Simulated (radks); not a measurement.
Values are calculated unless marked as measured or tabulated.
Species: Ir LXIII. Configuration: [Ne] 3s2 3p3 (the NIST ground configuration). Level of theory: scalar-relativistic Kohn-Sham, BLYP, spin-polarised, spherical densities, finite nucleus; open shells are filled with parallel spins first (spin-orbit coupling, left out, can overturn this in heavy ions); Fermi nuclear charge, rms radius 5.4032 fm (a radial shooting solver on a logarithmic mesh with Libxc functionals).

Normalised radial functions P(r) = r R(r), r in bohr:

```
   r/bohr * 3s up (the largest magnitude, 2.71, reaches the edge; | marks zero)
0.0007237                             |  *
0.0008982                             |  *
 0.001115                             |   *
 0.001384                             |    *
 0.001717                             |     *
 0.002131                             |     *
 0.002645                             |      *
 0.003256                             |       *
 0.004042                             |        *
 0.005016                             |         *
 0.006225                             |         *
 0.007726                             |         *
 0.009589                             |         *
   0.0119                             |        *
  0.01465                             |     *
  0.01819                             |  *
  0.02257                           * |
  0.02801                      *      |
  0.03477                 *           |
  0.04315             *               |
  0.05355             *               |
  0.06593                 *           |
  0.08183                          *  |
   0.1016                             |        *
    0.126                             |                    *
   0.1564                             |                          *
   0.1942                             |                         *
    0.241                             |                 *
   0.2967                             |         *
   0.3682                             |   *
    0.457                             |*
   0.5672                             *
```

3s up: eigenvalue -7300.8 eV, 2 radial nodes at r = 0.0208, 0.0864 bohr, <r> = 0.176 bohr, 90 % of the charge inside 0.256 bohr.
